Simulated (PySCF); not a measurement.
C₂H₆BO₂, SMILES CO[B]OC (connectivity only; charge and spin as stated), charge +1, multiplicity 1.

Geometry: PBE0-D3(BJ)/def2-SVP. The multiplicity is an assumed one; no other spin state was optimised. The isomer is the one that the SMILES or the coordinates give; other isomers of the formula were not compared. Other conformers were not sampled.

Calculation: PBE0-D3(BJ)/def2-SVP (PySCF).

Frequencies are harmonic and unscaled.

```csv
mode,ν (cm⁻¹),IR (km/mol),moving atoms (share of kinetic energy)
1,5,0.4,H 98 %
2,19,6.9,"H 44 %, O 34 %, C 20 %"
3,50,11.9,"C 36 %, O 30 %, H 27 %"
4,66,12.3,"O 61 %, C 18 %, H 17 %"
5,86,0.1,"O 72 %, H 15 %, C 13 %"
6,442,84.0,"B 79 %, O 20 %"
7,445,75.5,"B 78 %, O 20 %"
8,627,9.0,"C 69 %, O 18 %, H 13 %"
9,942,220.0,"C 55 %, O 28 %, B 13 %"
10,1167,0.0,"H 80 %, C 17 %"
11,1172,0.1,"H 79 %, C 17 %"
12,1180,0.1,"H 79 %, C 17 %"
13,1180,11.0,"H 79 %, C 17 %"
14,1383,4.5,"O 52 %, H 26 %, C 22 %"
15,1446,69.3,"H 89 %, C 9 %"
16,1456,15.8,H 97 %
17,1458,17.7,H 97 %
18,1466,19.1,H 97 %
19,1466,22.3,H 97 %
20,1506,1.2,"H 62 %, O 37 %"
21,2239,1628.6,"B 70 %, O 29 %"
22,3104,5.9,H 98 %
23,3104,0.4,H 98 %
24,3237,1.4,"H 90 %, C 10 %"
25,3237,1.4,"H 90 %, C 10 %"
26,3245,3.1,"H 90 %, C 10 %"
27,3245,2.3,"H 90 %, C 10 %"
```
